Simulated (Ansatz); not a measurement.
```yaml
crystal:
  periodic: [false, false, false]
  atoms:
    - {symbol: C, position_ang: [-0.469486, -0.030871, -0.731200]}
    - {symbol: Si, position_ang: [0.736601, 0.719062, 0.323141]}
    - {symbol: Sb, position_ang: [0.642111, -1.683062, 0.224578]}
    - {symbol: H, position_ang: [-0.884702, -0.153993, -1.371164]}
    - {symbol: H, position_ang: [-1.570618, -0.138817, -0.440976]}
    - {symbol: H, position_ang: [0.045321, 1.430052, 1.551495]}
    - {symbol: H, position_ang: [1.714352, 1.487950, -0.567347]}
    - {symbol: H, position_ang: [-0.431440, -1.717809, 1.744192]}
basis:
  gaussian: {orbitals: def2-TZVPP, fitting: {mean_field: cc-pVTZ-jkfit}}
hamiltonian: {xc: {name: rPW86-PBE}, dispersion: d3bjatm}
```

```sh
$ ansatz run in.yaml --threads 2 --pin off --events-out ev --progress --plain --max-ram 4352MiB
```

Question: How does Ansatz answer? (An estimate is asked.)

Answer: Computed: The program refused the input.
```
Functional definition: rPW86-PBE
Error: <dir> the basis set cc-pVTZ-JKFIT has no functions for Sb
```
